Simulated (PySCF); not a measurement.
Isomers of C6H18Si4, from PBE0-D3(BJ)/def2-SVP geometry optimisation, gas phase (PySCF). One conformer each, no zero-point energy, no frequencies.

Question: Which isomer lies lower at this level?
A. `[CH3:1][CH:2]([CH3:3])[Si@H:4]1[SiH2:5][Si@@H:6]([CH:7]2[CH2:8][CH2:9]2)[SiH2:10]1` with C1–C2–Si4–Si5 -57°, Si5–Si6–C7–C8 145°: A = 1023, B = 471.1, C = 439.0 MHz, dipole 1.48 D
B. `[CH3:1][C:2]#[C:3][SiH2:4][Si@@H:5]([CH2:6][CH2:7][CH3:8])[SiH2:9][SiH3:10]` with C3–Si4–Si5–C6 179°, Si4–Si5–C6–C7 177°, Si5–C6–C7–C8 179°, Si4–Si5–Si9–Si10 54°: A = 1001, B = 347.2, C = 272.3 MHz, dipole 0.59 D

Answer: A. That is `CC(C)[Si@H]1[SiH2][Si@@H](C2CC2)[SiH2]1`, 23.9 kcal/mol below the other.

| SMILES | mapped SMILES | E (Eh) | relative (kcal/mol) | relative (kJ/mol) | dipole (D) |
| --- | --- | --- | --- | --- | --- |
| CC(C)[Si@H]1[SiH2][Si@@H](C2CC2)[SiH2]1 | [CH3:1][CH:2]([CH3:3])[Si@H:4]1[SiH2:5][Si@@H:6]([CH:7]2[CH2:8][CH2:9]2)[SiH2:10]1 | -1396.14867 | 0.0 | 0.0 | 1.48 |
| CC#C[SiH2][Si@@H](CCC)[SiH2][SiH3] | [CH3:1][C:2]#[C:3][SiH2:4][Si@@H:5]([CH2:6][CH2:7][CH3:8])[SiH2:9][SiH3:10] | -1396.11064 | 23.9 | 99.8 | 0.59 |

As drawn, the lower has a three-membered ring and a four-membered ring, which the higher lacks; the higher has a C≡C bond, which the lower lacks.
